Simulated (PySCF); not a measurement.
**Working out the electron affinity of Ca**

Ca⁻ [Ar] 3d1 4s2 (2D) → Ca [Ar] 4s2 (1S). Computed with PySCF 2.14 in aug-cc-pVTZ-X2C (7s6p4d2f, 59 functions), with the spin-free X2C one-electron Hamiltonian (Gaussian nucleus). Frozen: [Ar]. Energies in hartree (1 hartree = 27.21139 eV):

```
            part  Ca⁻ (lower)   Ca (upper)
             UHF  -679.589876  -679.636724
CCSD correlation    -0.035739    -0.028650
             (T)    -0.001942     0.000000
```

What does Hartree-Fock give?

(-679.636724) − (-679.589876) = -0.046848 hartree = -1.275 eV.

What do CCSD and CCSD(T) give?

The CCSD correlation energies differ by 0.007089 hartree = 0.193 eV and the triples by 0.001942 hartree = 0.053 eV, so CCSD gives -1.082 eV and CCSD(T) -1.029 eV.

The coupled-cluster amplitudes are large, so a single reference is strained.

The configuration of this anion was assumed by filling the next shell in order. It is not the known or likely ground configuration (Ca⁻, Sr⁻ and Ba⁻, for instance, bind a p electron), so these values are not the electron affinity of the element.
